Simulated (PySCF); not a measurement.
# Working with the constants of BeO⁻

UHF-CCSD(T) constants of BeO⁻, ²Σ⁺ (doublet), unpaired electrons σ ↑ (Be aug-cc-pVDZ-DK, O aug-cc-pVDZ-DK; spin-free X2C with a Gaussian nucleus (PySCF 2.14); masses 9.0122 and 15.9949 u):

```
ωe              : 1305.2 cm⁻¹
ωexe            : 8.71 cm⁻¹
Be              : 1.5088 cm⁻¹
αe              : 0.0184 cm⁻¹
D (centrifugal) : 8.07e-06 cm⁻¹
```

Q: Give the vibrational terms G(v) and spacings up to v = 6.

A: G(v) = ωe(v+½) − ωexe(v+½)².

| v | G(v) (cm⁻¹) | G(v) − G(v−1) | Bv (cm⁻¹) |
| --- | --- | --- | --- |
| 0 | 650 |  | 1.500 |
| 1 | 1938 | 1288 | 1.481 |
| 2 | 3209 | 1270 | 1.463 |
| 3 | 4462 | 1253 | 1.444 |
| 4 | 5697 | 1236 | 1.426 |
| 5 | 6915 | 1218 | 1.408 |
| 6 | 8116 | 1201 | 1.389 |

Correlated steps freeze 1 core orbital. The state is the lowest determinant that a PBE0 search found; another state may lie lower at other levels.
